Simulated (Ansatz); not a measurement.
C$_{2}$H$_{5}$ClSi$_{2}$, SMILES `[SiH3]C#C[SiH2]Cl` from Hartree–Fock to CCSD(T)

```xyz
10

Si   -2.428   -0.363    0.057
C    -0.615   -0.132   -0.008
C     0.587    0.030   -0.050
Si    2.388    0.260   -0.122
Cl    2.909    1.929    0.946
H    -2.728   -1.629    0.768
H    -3.030    0.782    0.782
H    -2.955   -0.422   -1.327
H     2.808    0.454   -1.526
H     3.063   -0.909    0.481
```

Total charge 0; spin multiplicity 1. All single points use the PBE0-D4/def2-TZVP geometry. Frozen core, restricted reference, Ansatz. CBS rows extrapolate triple and quadruple zeta.

```json
{"basis": "def2-SVP", "HF (Eh)": "-1115.63536", "MP2 corr.": "-0.57138"}
{"basis": "def2-TZVPP", "HF (Eh)": "-1116.09128", "MP2 corr.": "-0.72824"}
{"basis": "def2-QZVPP", "HF (Eh)": "-1116.12520", "MP2 corr.": "-0.78544"}
{"basis": "cc-pV(D+d)Z", "HF (Eh)": "-1116.04321", "MP2 corr.": "-0.58016"}
{"basis": "cc-pV(T+d)Z", "HF (Eh)": "-1116.10773", "MP2 corr.": "-0.72836"}
{"basis": "cc-pV(Q+d)Z", "HF (Eh)": "-1116.12357", "MP2 corr.": "-0.78504"}
```

(1) Estimate the CCSD correlation energy and the (T) correction in each basis where they were run (hartree).

## Answers

(1) 
```json
{"basis": "def2-SVP", "CCSD corr.": "-0.62783", "(T)": "-0.02146"}
{"basis": "def2-TZVPP", "CCSD corr.": "-0.78321", "(T)": "-0.03623"}
{"basis": "def2-QZVPP", "CCSD corr.": "-0.83194", "(T)": "-0.04067"}
{"basis": "CBS(def2)", "CCSD corr.": "-0.86803", "(T)": "-0.04396"}
{"basis": "cc-pV(D+d)Z", "CCSD corr.": "-0.63855", "(T)": "-0.02232"}
{"basis": "cc-pV(T+d)Z", "CCSD corr.": "-0.78308", "(T)": "-0.03630"}
{"basis": "cc-pV(Q+d)Z", "CCSD corr.": "-0.83164", "(T)": "-0.04061"}
{"basis": "CBS(cc)", "CCSD corr.": "-0.86622", "(T)": "-0.04368"}
```
